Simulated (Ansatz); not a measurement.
Cost and result up the ladder for (LiF)4 ring (Li4F4) (8 atoms). Total charge 0; singlet. Geometry: PBE-D4/def2-SVP.

```tsv
atom	x (Å)	y (Å)	z (Å)
Li1	-0.206	0.344	-2.113
F2	0.192	-1.273	-1.847
Li3	0.464	-2.060	-0.380
F4	0.495	-1.784	1.284
Li5	0.204	-0.344	2.113
F6	-0.192	1.273	1.847
Li7	-0.462	2.060	0.380
F8	-0.495	1.784	-1.284
```

Ansatz on 4 threads of Arm Neoverse V1 on a shared host. Times are rough, and most runs start from the orbitals of an earlier one. ωB97M-V/def2-TZVP serves as the yardstick here, not as an exact answer. Differences are given only for rows in sets of like size (and for xTB, whose basis is part of the method), since another set adds its own error. Binding counts from free atoms at the same level (Li doublet, F doublet; other spins of the atoms weren't run), without zero-point energy or a counterpoise term.

B3LYP takes the VWN-RPA correlation. Correlated methods freeze 4 core orbitals; core or outer-core shells of Li are correlated, in sets that lack core-valence functions.

Correlated methods converge slowly with the basis.

```
                          level  functions  binding energy per atom (eV)  difference from ωB97M-V/def2-TZVP (eV)
               PBE-D4/def2-TZVP        180                          3.86                                   -0.01
              PBE-D4/def2-TZVPD        228                          3.86                                    0.00
          LDA (SPW92)/def2-TZVP        180                          4.26                                    0.40
            r2SCAN-D4/def2-TZVP        180                          3.79                                   -0.08
               B2PLYP/def2-TZVP        180                          3.82                                   -0.04
              BLYP-D4/def2-TZVP        180                          3.89                                    0.02
                  MP2/def2-TZVP        180                          3.87                                    0.00
ωB97M-V/def2-TZVP (with forces)        180                          3.86                                    0.00
                 B3LYP-D4/6-31G         72                          3.87                                       –
                       HF/6-31G         72                          2.90                                       –
              PBE0-D4/def2-TZVP        180                          3.73                                   -0.14
             CCSD(T)/def2-TZVPP        200                          3.76                                   -0.10
           r2SCAN-D4/def2-TZVPD        228                          3.80                                   -0.07
                PBE-D4/def2-SVP         92                          3.99                                       –
```

Q: Estimate how long each takes.

A: HF/6-31G 0.3 s; LDA (SPW92)/def2-TZVP 0.9 s; B3LYP-D4/6-31G 1.1 s; PBE-D4/def2-SVP 1.1 s; PBE-D4/def2-TZVP 1.5 s; BLYP-D4/def2-TZVP 1.8 s; MP2/def2-TZVP 1.8 s; PBE0-D4/def2-TZVP 1.9 s; PBE-D4/def2-TZVPD 2.6 s; r2SCAN-D4/def2-TZVP 3.1 s; B2PLYP/def2-TZVP 3.4 s; r2SCAN-D4/def2-TZVPD 4.8 s; ωB97M-V/def2-TZVP (with forces) 8.5 s; CCSD(T)/def2-TZVPP 2.6 min. On shared hardware such times vary by a factor of up to 3.
